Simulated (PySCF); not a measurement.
Species: C7H14P (charge +1).
Atom-mapped SMILES: `[CH3:1][P@+:2]12[CH2:3][CH2:4][C@H:5]([CH2:6][CH2:7]1)[CH2:8]2`

Definitions: NICS(0) = −σiso at the ring centroid; NICS(1) = −σiso and NICS(1)zz = −σzz at ±1 Å along the ring normal z. Level: GIAO KT2/pcSseg-1 (PySCF, non-relativistic, gas phase) on the PBE0-D3(BJ)/def2-SVP geometry, one conformer.

Ring bond lengths (Å): P2–C3 1.813, C3–C4 1.556, C4–C5 1.544, C5–C8 1.544, C8–P2 1.812; P2–C7 1.813, C7–C6 1.557, C6–C5 1.545, C5–C8 1.544, C8–P2 1.812.

Question: Give the NICS values of each ring in ppm.

Answer: 
```json
{"ring": "P2–C3–C4–C5–C8", "type": "5-membered ring with P; formal bonds all single", "NICS(0)": "-8.5", "NICS(1), two faces": "-4.6 / -7.5", "NICS(1)zz, two faces": "-4.0 / -9.4", "rms pucker (Å)": "0.29", "centre to ring atoms, mean (Å)": "1.35"}
{"ring": "P2–C7–C6–C5–C8", "type": "5-membered ring with P; formal bonds all single", "NICS(0)": "-8.5", "NICS(1), two faces": "-7.5 / -4.6", "NICS(1)zz, two faces": "-9.4 / -4.0", "rms pucker (Å)": "0.29", "centre to ring atoms, mean (Å)": "1.35"}
```

Question: What can be read from them?

Answer: 
- P2–C3–C4–C5–C8: mean NICS(1)zz -6.7 ppm, shielded. P2, C3, C4, C5, C8 have four or more neighbours; no verdict on aromaticity is drawn. C6, outside the ring, lies only 1.31 Å from a NICS(1) probe, which then mostly feels that atom. The two faces differ by 5.4 ppm, so no symmetry operation interchanges them.
- P2–C7–C6–C5–C8: mean NICS(1)zz -6.7 ppm, shielded. P2, C5, C6, C7, C8 have four or more neighbours, and the NICS criterion for π rings isn't applied. C4, outside the ring, lies only 1.32 Å from a NICS(1) probe, which then mostly feels that atom. The two faces differ by 5.4 ppm, so no symmetry operation interchanges them.

Question: List the ring angles.

Answer: 
- P2–C3–C4–C5–C8: P2 95.7°, C3 100.9°, C4 108.8°, C5 105.4°, C8 91.9°; sum 502.8° against 540° for a flat convex ring.
- P2–C7–C6–C5–C8: P2 95.5°, C7 100.8°, C6 108.9°, C5 105.5°, C8 91.9°; sum 502.7° against 540° for a flat convex ring.

Question: How shielded are the nuclei of the rings and their hydrogens (means over atoms taken as equivalent)?

Answer: 
```
       atoms                     environment  σ isotropic (ppm)  principal values of the symmetric part, first atom (ppm)
          P2          phosphonium phosphorus              295.6                                       244.5, 265.6, 376.8
     C3 (×2)  sp3 carbon bound to phosphorus              161.6                                       146.4, 162.8, 175.8
     C4 (×2)                 ring CH2 carbon              150.5                                       135.4, 146.4, 169.2
          C5   sp3 carbon at a ring junction              144.3                                       132.6, 139.2, 161.1
          C8  sp3 carbon bound to phosphorus              151.3                                       139.8, 148.4, 165.7
H on C3 (×2)              methylene hydrogen              29.16                                          25.1, 26.3, 36.1
H on C3 (×2)              methylene hydrogen              29.17                                          24.0, 26.3, 37.2
H on C4 (×2)              methylene hydrogen              28.94                                          24.4, 26.2, 36.2
H on C4 (×2)              methylene hydrogen              28.87                                          23.4, 26.1, 37.0
     H on C5                methine hydrogen              28.07                                          24.1, 24.2, 35.9
H on C8 (×2)              methylene hydrogen              29.25                                          25.5, 25.6, 36.7
```

Question: How do the values depend on the level or the medium?

Answer: 
```csv
level,"NICS(0), P2–C3–C4–C5–C8","mean NICS(1)zz, P2–C3–C4–C5–C8","NICS(0), P2–C7–C6–C5–C8","mean NICS(1)zz, P2–C7–C6–C5–C8"
"KT2/pcSseg-1, gas",-8.5,-6.7,-8.5,-6.7
"PBE0/pcSseg-1, gas",-8.8,-6.7,-8.8,-6.7
"PBE0/pcSseg-1, IEF-PCM chloroform",-8.6,-6.6,-8.6,-6.6
"PBE0/pcSseg-1, IEF-PCM dimethylsulfoxide",-8.5,-6.6,-8.5,-6.6
```

The geometry is the same throughout; the continuum's cavity takes Bondi-type radii × 1.2.
